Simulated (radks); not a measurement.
Task: Radial electron density D(r) = 4 pi r^2 rho(r) of an atom or ion with 4 electrons. All-electron calculation, scalar-relativistic Kohn-Sham, LDA (Slater exchange, Perdew-Wang correlation), spin-polarised, spherical densities, point nucleus. Program: a radial shooting solver on a logarithmic mesh with Libxc functionals.

```
   r/bohr * D(r) (the largest magnitude, 5.85, reaches the edge; | marks zero)
  0.01587 |   *
  0.01986 |     *
  0.02484 |        *
  0.03108 |            *
  0.03889 |                 *
  0.04904 |                       *
  0.06135 |                               *
  0.07676 |                                       *
  0.09603 |                                               *
   0.1201 |                                                     *
   0.1515 |                                                      *
   0.1895 |                                                 *
   0.2371 |                                       *
   0.2967 |                           *
   0.3712 |                *
   0.4681 |            *
   0.5856 |              *
   0.7326 |                  *
   0.9166 |                   *
    1.147 |               *
    1.435 |        *
    1.809 |   *
    2.263 |  *
    2.832 | *
    3.543 |*
    4.432 *
    5.589 *
    6.993 *
```

What is the nuclear charge?

Result: Z = 7. The innermost maximum, from 1s, lies near gamma/Z bohr with gamma = sqrt(1 - (Z/c)^2) = 0.999, here 0.143 bohr (found: 0.142), and its height grows with Z. The density is that of the nitrogen ion N3+ in 1s1.5 2s2 3s0.5; the configuration itself is not fixed sharply by these data. D(r) has 2 maxima, at r = 0.142, 0.860 bohr, and minima at 0.476 bohr, inside which lie 1.54 electrons.
